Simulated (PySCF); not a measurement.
Computed Raman spectrum (relative Raman activity) of a molecule Cl2H5NSi2. Geometry optimised at PBE-D3(BJ)/def2-SVP. One conformer was computed; it need not be the lowest. These are PBE-D3(BJ)/def2-SVP (PySCF 2.14.0) values and carry that method's errors. Frequencies are harmonic and unscaled.

ν (cm⁻¹): 218 (vw), 490 (w), 568 (vw), 614 (w), 680 (w), 695 (vw), 797 (w), 827 (vw), 902 (w), 906 (vw), 923 (w), 965 (w), 2172 (vs), 2176 (m), 2180 (s), 2220 (vs), 3508 (m) (against the strongest line: vs over 80 %, s over 45 %, m over 15 %, w over 4 %, vw less)

**Question.** Identify the compound among the candidates.
A. N[SiH2][SiH](Cl)Cl
B. N[Si]([SiH3])(Cl)Cl
C. [SiH3]N[SiH](Cl)Cl
D. Cl[SiH2]N[SiH2]Cl

**Answer.** C, [SiH3]N[SiH](Cl)Cl
